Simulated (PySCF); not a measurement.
**Deuteron quadrupole couplings in `C1CC[C@@H]2CCC[C@H]2C1`**

Species: C9H16.
Structure used (PBE0-D3(BJ)/def2-SVP), in Å, numbered top down from 1:
```xyz
25
C9H16 angstrom
C      2.0778   -0.9083    0.1404
C      2.1918    0.6022   -0.0670
C      0.9740    1.3576    0.4675
C     -0.2957    0.7805   -0.1324
C     -1.6453    1.3053    0.3470
C     -2.6525    0.1969   -0.0404
C     -1.8052   -1.0460   -0.4015
C     -0.4100   -0.7223    0.1233
C      0.7814   -1.4795   -0.4359
H      2.1113   -1.1257    1.2233
H      2.9507   -1.4160   -0.3011
H      3.1142    0.9785    0.4044
H      2.2924    0.8097   -1.1477
H      0.9289    1.2619    1.5682
H      1.0630    2.4351    0.2504
H     -0.2435    0.9139   -1.2322
H     -1.6146    1.4344    1.4423
H     -1.9012    2.2864   -0.0810
H     -3.3422   -0.0160    0.7902
H     -3.2814    0.5050   -0.8891
H     -2.2143   -1.9796    0.0135
H     -1.7585   -1.1778   -1.4958
H     -0.4141   -0.8595    1.2238
H      0.7871   -1.3811   -1.5373
H      0.7055   -2.5580   -0.2183
```

Level: PBE0/pcSseg-1 (PySCF, non-relativistic); Q(2H) = 0.00286 b; rigid geometry, the same for H and D, with no vibrational averaging.

Question: Rank these positions by the coupling χzz of a deuteron there, largest first.
A. H16 (methine hydrogen)
B. H22 (methylene hydrogen)
C. H20 (methylene hydrogen)

Answer: C (196 kHz), B (192 kHz), A (183 kHz).

Question: Give the electric field gradient Vzz (the principal value of largest size), its asymmetry and the 2H coupling at each hydrogen.

Answer: 
| atom | bonded to | bond length (Å) | Vzz (au) | η | χzz (kHz) |
| --- | --- | --- | --- | --- | --- |
| H10 | C1 | 1.105 | 0.2821 | 0.02 | 190 |
| H11 | C1 | 1.102 | 0.2887 | 0.02 | 194 |
| H12 | C2 | 1.102 | 0.2886 | 0.02 | 194 |
| H13 | C2 | 1.105 | 0.2821 | 0.02 | 190 |
| H14 | C3 | 1.106 | 0.2813 | 0.01 | 189 |
| H15 | C3 | 1.103 | 0.2877 | 0.01 | 193 |
| H16 | C4 | 1.109 | 0.2731 | 0.02 | 183 |
| H17 | C5 | 1.103 | 0.2854 | 0.01 | 192 |
| H18 | C5 | 1.101 | 0.2925 | 0.01 | 197 |
| H19 | C6 | 1.100 | 0.2916 | 0.01 | 196 |
| H20 | C6 | 1.100 | 0.2917 | 0.01 | 196 |
| H21 | C7 | 1.101 | 0.2926 | 0.01 | 197 |
| H22 | C7 | 1.103 | 0.2854 | 0.01 | 192 |
| H23 | C8 | 1.109 | 0.2730 | 0.02 | 183 |
| H24 | C9 | 1.106 | 0.2813 | 0.01 | 189 |
| H25 | C9 | 1.103 | 0.2877 | 0.01 | 193 |

Question: How does χzz go with the bond length over the 16 C–H bonds?

Answer: A straight-line fit has a slope of -14.7 kHz for each 0.01 Å, with a correlation coefficient of -1.00, over lengths from 1.100 to 1.109 Å. The longer bonds have the smaller couplings here.

Geometry: PBE0-D3(BJ)/def2-SVP, one conformer, isolated molecule. With a basis this small, the couplings can be 20 % off.
